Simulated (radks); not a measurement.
Results of a calculation; reference values are marked as such.
Charge is removed step by step from the 5d up level of Hf, starting from [Xe] 4f14 5d(up 2, down 0) 6s2. Code: a radial shooting solver on a logarithmic mesh with Libxc functionals. Model: scalar-relativistic Kohn-Sham, PBE, spin-polarised, spherical densities, finite nucleus; Fermi nuclear charge, rms radius 5.347 fm.

| removed (e) | E - E(0) (eV) | eigenvalue (eV) | E minus straight line (eV) |
|---|---|---|---|
| 0 | 0.000 | -3.095 | 0.000 |
| 0.1 | 0.344 | -3.788 | -0.343 |
| 0.2 | 0.759 | -4.505 | -0.616 |
| 0.3 | 1.246 | -5.245 | -0.815 |
| 0.4 | 1.809 | -6.007 | -0.940 |
| 0.5 | 2.448 | -6.789 | -0.987 |
| 0.6 | 3.167 | -7.590 | -0.956 |
| 0.7 | 3.967 | -8.410 | -0.843 |
| 0.8 | 4.850 | -9.249 | -0.647 |
| 0.9 | 5.818 | -10.104 | -0.367 |
| 1 | 6.871 | -10.976 | 0.000 |

Removing the whole electron costs 6.871 eV by Delta-SCF, against 3.095 eV from minus the eigenvalue at the starting occupation. Slater's transition state (half an electron removed) gives 6.789 eV. Integrating minus the eigenvalue over the occupation (Janak's theorem) gives 6.871 eV. In this scalar-relativistic scheme the density is built from large components alone, so the theorem holds only approximately. The mean slope of the eigenvalue, de/dn, is 7.88 eV per electron. Ionisation energy of Hf in the NIST Atomic Spectra Database: 6.825 eV (measured).
